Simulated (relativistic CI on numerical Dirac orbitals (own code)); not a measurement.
**Hyperfine structure of Ru22+, mass number 101**

Calculated at this level of theory: Dirac-Coulomb-Breit CI, orbitals from a KLI potential per configuration, a model potential for QED, unscaled Slater integrals (own radial code, finite nucleus).

Configurations in the expansion (outside the closed core [Ne]): 3s2 3p6 3d4, 3s2 3p5 3d5, 3s 3p6 3d5, 3s2 3p6 3d3 4s, 3s2 3p6 3d3 4p, 3s2 3p6 3d3 4d, 3s2 3p6 3d3 4f, 3s2 3p5 3d4 4s, 3s2 3p6 3d2 4s 4p, 3s2 3p6 3d3 5s, 3s 3p6 3d4 4s, 3p6 3d6, 3p5 3d7, 3s2 3p6 3d2 4s2, 3s2 3p6 3d 4s2 4p, 3s2 3p6 3d 4s2 4d, 3s2 3p6 3d 4s2 4f, 3s2 3p6 3d2 4p2, 3s2 3p6 3d 4s 4p2, 3s2 3p6 3d 4p3, 3s2 3p6 3d 4p2 4d, 3s2 3p6 3d 4p2 4f. Double excitations out of closed p, d and f shells are left out; levels of such configurations are missing from the list, as are those of other unlisted configurations, and high levels can miss mixing partners. These lack a partner that the ground configuration has and come out too high: 3s2 3p5 3d4 4s.

Nuclear spin I = 5/2, μ = -0.718 μN, Q = 0.46 b (tables of Stone and Pyykkö). The electronic factors are computed for point nuclear moments, without core polarisation or the Bohr-Weisskopf and QED corrections.

```csv
Level,E (eV),A (MHz),B (MHz)
3s2 3p6 3d4 5D_1,1.7967,-321.2,1740
3s2 3p6 3d4 5D_2,3.5460,-911.5,1250
3s2 3p6 3d4 5D_3,5.0466,-1388,-1070
3s2 3p6 3d4 5D_4,6.2155,-1801,-4730
3s2 3p6 3d4 3H_4,11.4270,-2470,2000
3s2 3p6 3d4 3G_3,13.8602,-2547,558
3s2 3p6 3d4 3H_5,14.0101,-2296,3440
3s2 3p6 3d4 3P_1,14.3467,-1735,-277
```

Levels with J = 0, under 50 % of one LS term, or S terms without an open s electron are left out. Small factors come from cancelling terms and can be off by tens of per cent or more.

At this charge energies of transitions that change n are usually good to better than 1 %, and those within a shell (Δn = 0) to a few per cent. Terms inside the open d or f shell come out 10 to 20 % too wide with unscaled integrals.

Question: Give the hyperfine levels of 3s2 3p6 3d4 5D_2 relative to its centre of gravity.

Answer: With K = F(F + 1) − I(I + 1) − J(J + 1), E = AK/2 + B[¾K(K + 1) − I(I + 1)J(J + 1)]/[2I(2I − 1)J(2J − 1)]: F = 1/2: 7256, F = 3/2: 5326, F = 5/2: 2422, F = 7/2: -987.2, F = 9/2: -4245 MHz.

LS names give the leading component of a level, which can be under half, so a name can repeat, a term be missing and a line seem to break the LS rules.
